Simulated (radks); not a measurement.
The numbers below are computed, except where a source is named.
Problem. Coulomb parameter of the 4d shell of the cadmium ion Cd2+ in the model configuration [Kr] 4d9 5s1, as a second difference U = [E(n + 0.25) + E(n - 0.25) - 2 E(n)] / (0.25)^2 with all orbitals relaxed. "Bare": the charge of the atom changes with n. "Screened": the 5s shell takes up the change at fixed total charge, which measures U(4d,4d) + U(5s,5s) - 2 U(4d,5s). Level of theory: Dirac Kohn-Sham, PBE, spin-unpolarised, spherical densities, point nucleus; open shells are shared between the two j in proportion to 2j + 1 (a radial shooting solver on a logarithmic mesh with Libxc functionals). Estimate both.

Solution. U(bare) = 15.043 eV, U(screened by 5s) = 2.611 eV.
